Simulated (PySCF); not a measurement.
Excitations are Tamm–Dancoff values on a coarser integration grid. The basis has no diffuse functions, so Rydberg states are missing or too high.

Cartesian coordinates (Å):
```xyz
7

O     -0.3054     1.1254    -0.1725
B      0.0541    -0.1898     0.0296
O     -0.7914    -1.2754    -0.0120
S      1.8059    -0.5745     0.3893
H     -1.2490     1.2614    -0.3590
H     -1.7188    -1.0633    -0.2034
H      2.2045     0.7162     0.3280
```
Charge 0, multiplicity 1.

**Question.** Predict the HOMO, S1–T1 gap (TDA), dipole moment, LUMO and HOMO–LUMO gap from PBE-D3(BJ)/def2-TZVP in PySCF 2.14.0.

**Answer.** 
```
Property            Result
---------------  ---------
HOMO              -6.12 eV
S1–T1 gap (TDA)    0.10 eV
dipole moment    0.690 e·Å
LUMO              -0.86 eV
HOMO–LUMO gap      5.26 eV
```
